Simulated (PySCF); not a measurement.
C₈H₁₂P (charge -1).
Numbering: `[CH3:1][CH2:2][c:3]1[cH:4][p-:5][c:6]([CH3:7])[c:8]1[CH3:9]`

Geometry (PBE0-D3(BJ)/def2-SVP, Å), atoms numbered from 1 in this order:
```xyz
21
C8H12P angstrom
C      2.665    0.272   -0.608
C      1.904   -0.741    0.249
C      0.593   -0.227    0.779
C      0.427    0.279    2.073
P     -1.206    0.859    2.378
C     -1.668    0.422    0.729
C     -3.042    0.630    0.163
C     -0.603   -0.143    0.009
C     -0.719   -0.590   -1.420
H      2.860    1.189   -0.029
H      3.632   -0.123   -0.971
H      2.068    0.567   -1.486
H      2.543   -1.042    1.098
H      1.751   -1.660   -0.351
H      1.240    0.291    2.808
H     -3.047    1.292   -0.725
H     -3.712    1.088    0.909
H     -3.522   -0.316   -0.161
H      0.033   -1.355   -1.678
H     -0.586    0.236   -2.150
H     -1.710   -1.029   -1.634
```

NICS is the negative of the GIAO shielding at a point without a nucleus: at the ring centre (0) and 1 Å above and below it (1); zz is the component along the ring normal. Level: GIAO PBE/pcSseg-1 (PySCF, non-relativistic, gas phase) on the PBE0-D3(BJ)/def2-SVP geometry, one conformer.

Ring bond lengths (Å): C3–C4 1.400, C4–P5 1.759, P5–C6 1.767, C6–C8 1.404, C8–C3 1.425.

Problem. What do the NICS probes read (ppm)?

Solution. 
```tsv
ring	type	NICS(0)	NICS(1), two faces	NICS(1)zz, two faces	rms pucker (Å)	centre to ring atoms, mean (Å)
C3–C4–P5–C6–C8	5-membered ring with P; formal bonds all aromatic	-11.7	-10.5 / -10.6	-25.7 / -26.2	0.00	1.31
```

Problem. What can be read from them?

Solution. 
- C3–C4–P5–C6–C8: mean NICS(1)zz -25.9 ppm, shielded.

Problem. How equal are the bonds by HOMA? HOMA takes Krygowski's 1993 parameters.

Solution. 
- C3–C4–P5–C6–C8: HOMA 0.71; the largest term is that of P5–C6, α(R − Ropt)² = 0.56.

Problem. What field does 9.4 T along the ring normal induce along that normal at the second NICS(1) probe listed for ring C3–C4–P5–C6–C8, 1 Å off the ring?

Solution. NICSzz × B0 = -26.2 ppm × 9.4 T = -246 μT, against the applied field.

Problem. List the ring angles.

Solution. 
- C3–C4–P5–C6–C8: C3 112.2°, C4 112.9°, P5 90.0°, C6 112.3°, C8 112.6°; sum 540.0° against 540° for a flat convex ring.

Problem. How shielded are the nuclei of the rings and their hydrogens (means over atoms taken as equivalent)?

Solution. 
| atoms | environment | σ isotropic (ppm) |
| --- | --- | --- |
| C3 | substituted aromatic carbon | 48.7 |
| C4 | aromatic CH carbon | 54.9 |
| P5 | phosphorus bonded to 2 C | 223.9 |
| C6 | substituted aromatic carbon | 41.2 |
| C8 | substituted aromatic carbon | 61.7 |
| H15 | aromatic hydrogen | 25.05 |

Problem. How do the values depend on the level or the medium?

Solution. 
```json
{"level": "PBE/pcSseg-1, gas", "NICS(0), C3–C4–P5–C6–C8": "-11.7", "mean NICS(1)zz, C3–C4–P5–C6–C8": "-25.9"}
{"level": "PBE0/pcSseg-1, gas", "NICS(0), C3–C4–P5–C6–C8": "-12.2", "mean NICS(1)zz, C3–C4–P5–C6–C8": "-27.0"}
{"level": "PBE0/pcSseg-1, IEF-PCM chloroform", "NICS(0), C3–C4–P5–C6–C8": "-11.7", "mean NICS(1)zz, C3–C4–P5–C6–C8": "-26.9"}
```

The geometry is the same throughout; the continuum's cavity takes Bondi-type radii × 1.2.

On Arm Neoverse V1, one thread, shared host with 32 logical CPUs at a one-minute load of 17, this took 71 s of wall time and 0.77 GiB of memory at its peak. This is the whole shielding run at PBE/pcSseg-1, SCF included.
